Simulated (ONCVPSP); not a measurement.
# S (Z = 16): one change to an ONCV potential, before and after

| Property | Result |
| --- | --- |
| Element | sulfur |
| Generator | ONCVPSP 4.0.1 |
| Type | optimised norm-conserving Vanderbilt (ONCV) |
| Functional | LDA (Perdew-Wang 92) |
| Relativity | scalar-relativistic |
| Frozen core | [Ne] |
| Valence charge | 6 |
| Reference configuration | 3s2 3p1 (charge +3) |
| Partial waves | 3s: rc 1.25 bohr, ncon 4, nbas 7, qcut 6.5 1/bohr, 2 projectors, debl 3.9 Ha; 3p: rc 1.35 bohr, ncon 4, nbas 9, qcut 5.4 1/bohr, 2 projectors, debl 3.4 Ha |
| Local potential | polynomial inside 1.00 bohr (lpopt 3, dvloc0 0 Ha) |
| Core correction | polynomial model core, fcfact 0.25 |

All-electron outer shells of the reference configuration (LDA (PZ), scalar-relativistic, ld1.x):

```
shell  level (eV)  outermost node (bohr)  outermost maximum (bohr)
   2s     -252.42                   0.13                      0.39
   2p     -198.31                      –                      0.33
   3s      -52.28                   0.60                      1.34
   3p      -40.42                   0.57                      1.44
```

Change: s: rc 1.58.

Cutoffs: the cutoffs (Ha) at which the residual kinetic energy of the hardest occupied pseudo-wave falls to 1 and 0.1 mHa per electron; they do not see the model core or the augmentation charge, which bear on the density cutoff. Errors are all-electron minus pseudo energies relative to the spin-unpolarised reference configuration.

Q: What does the change do?

A: The potential gets neither clearly harder nor softer (14 Ha and 56 Ha → 15 Ha and 22 Ha); the bound ghost in s disappears; the errors of the 4 common tests hardly move.

```csv
quantity,base,changed
"cutoff, loose",14 Ha,15 Ha
"cutoff, tight",56 Ha,22 Ha
loose cutoff by channel,"s 14 Ha, p 11 Ha","s 15 Ha, p 11 Ha"
bound ghosts,s,none
GHOST(+) flags under 300 eV,none,s at 180.0 eV
"error for 3s2 3p4, meV [ΔE -68.38 eV]",+59,+63
"error for 3s2 3p3, meV [ΔE -56.52 eV]",+40,+43
"error for 3s2 3p2, meV [ΔE -34.15 eV]",+15,+16
"error for 3s2 3p3.5, meV [ΔE -63.68 eV]",+51,+54
p: phases at 1.37 bohr within 0.05 rad from the reference energy up to (Ha; the scan ends near 5),to the end of the scan,to the end of the scan
"rms error of d²Exc/dni dnj with the model core, mHa",1.23,1.34
```

 A true bound ghost makes a file unfit for plane-wave use even where its test errors are small: the radial tests pick states by their node count and pass the ghost by.
